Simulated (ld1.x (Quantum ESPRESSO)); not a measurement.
# Logarithmic derivatives: P, TM

ld1.x (Quantum ESPRESSO) 7.5 input, shortened:

```
&input
   title='P', zed=15., rel=1, dft='PBE', iswitch=3,
   config='[Ne] 3s1.75 3p3.25 3d-2'
 /
 &inputp
   pseudotype=2, tm=.true., lloc=1,
   nlcc=.false.
 /
3
3S  1  0   1.75   0.00  1.40  1.40  0.0
3D  3  2  -2.00   0.35  1.10  1.10  0.0
3P  2  1   3.25   0.00  1.25  1.25  0.0
 &test
   configts(1)='3s1.75 3p3.25'
 /
```

The phase is arctan(r·u′/u) with u = r·R(r), unwrapped; energies in Ry, scanned from -3 to 5 Ry. A pole is an energy at which the radial function vanishes at the test radius. The pseudo phase is shifted by a multiple of π to meet the all-electron one at the reference energy, and phase errors are pseudo minus all-electron; the curves can meet again beyond the range given. Levels narrower than the energy grid can be missing from the lists of poles.

| channel | radius (bohr) | reference energy (Ry) | poles, all-electron | poles, pseudo | unbroken range about the reference energy with phases within 0.05 rad | phase error 1 Ry above the reference energy (rad) |
| --- | --- | --- | --- | --- | --- | --- |
| s | 1.55 | -1.04 | none | 4.38 | the whole range | -0.008 |
| p | 1.55 | -0.42 | none | 4.59 | below 2.0 | -0.019 |
| d | 1.55 | 0.35 | none | none | the whole range | +0.003 |

Phases in the d channel:

```tsv
E (Ry)	all-electron	pseudo
-3.00	1.218	1.219
-2.76	1.206	1.206
-2.52	1.192	1.193
-2.28	1.177	1.178
-2.04	1.161	1.161
-1.80	1.142	1.142
-1.56	1.121	1.121
-1.32	1.097	1.097
-1.08	1.069	1.069
-0.84	1.037	1.037
-0.60	0.999	0.999
-0.36	0.954	0.954
-0.12	0.899	0.900
0.12	0.833	0.833
0.36	0.750	0.750
0.60	0.646	0.646
0.84	0.514	0.515
1.08	0.348	0.350
1.32	0.145	0.148
1.56	-0.088	-0.084
1.80	-0.331	-0.324
2.04	-0.556	-0.547
2.28	-0.749	-0.739
2.52	-0.904	-0.893
2.76	-1.027	-1.016
3.00	-1.125	-1.113
3.24	-1.203	-1.191
3.48	-1.266	-1.254
3.72	-1.319	-1.307
3.96	-1.363	-1.351
4.20	-1.401	-1.388
4.44	-1.433	-1.420
4.68	-1.462	-1.448
4.92	-1.488	-1.473
```
